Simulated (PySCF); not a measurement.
**H₂Se, singlet: computed properties**

Method: PBE0 in PySCF with Se def2-TZVP, H def2-TZVP; no relativity; density-fitted integrals.

The structure is a minimum.

Z-matrix (Å, degrees; charge 0 multiplicity 1):
```
Se
H  1 1.4668
H  1 1.4668 2 91.18
```

| Quantity | Value |
| --- | --- |
| Point group | C2v |
| Bond lengths | Se–H 1.467 Å (×2) |
| Bond angles | H–Se–H 91.2° |
| Atomisation energy without zero-point energy | 669 kJ/mol |
| Rotational constants | 8.138, 7.617, 3.935 cm⁻¹ |
| Lowest empty level | 0.09 eV |
| Heat capacity Cp at 298.15 K | 34.6 J/(mol K) |
| Principal polarisabilities | 22.4, 26.9, 27.4 bohr³ |
| Highest occupied level | -7.10 eV |
| Dipole moment | 0.79 D |
| Rotational symmetry number | 2 |
| Enthalpy at 298.15 K above 0 K | 9.99 kJ/mol |
| Principal quadrupole moments (Buckingham, traceless) about the centre of mass | -4.42, 1.39, 3.03 D Å |
| Zero-point energy | 35.8 kJ/mol |
| Entropy at 298.15 K and 1 bar | 219.2 J/(mol K) |

Harmonic modes (masses in u: Se 79.917, H 1.008):
```
symmetry  ω (cm⁻¹)  IR (km/mol)
      a1      1062          1.8
      a1      2454          7.4
      b2      2469          6.9
```

In C2v the vibrations span 2a1 + b2. Here b1 is antisymmetric to the molecular plane and b2 lies in it.

Charges (e):
```
atom  Mulliken  Löwdin  polar tensor  Mayer order to Se1
 Se1     -0.29   -0.07         -0.01                   –
H2,3      0.14    0.04          0.00                0.97
```

Mulliken populations on Se1: s 7.88, p 16.33, d 10.08, f 0.01.

Counting electrons, selenium keeps 4 of its valence electrons outside its bonds, so the VSEPR class is AX2E2 and the expected shape is bent (C2v), as computed. The angle of 91° is close to 90°: the heavy centre bonds with nearly pure p orbitals and keeps its lone pair s-like.

The final relaxation and frequency run took of the order of 13 core-seconds on a shared host.
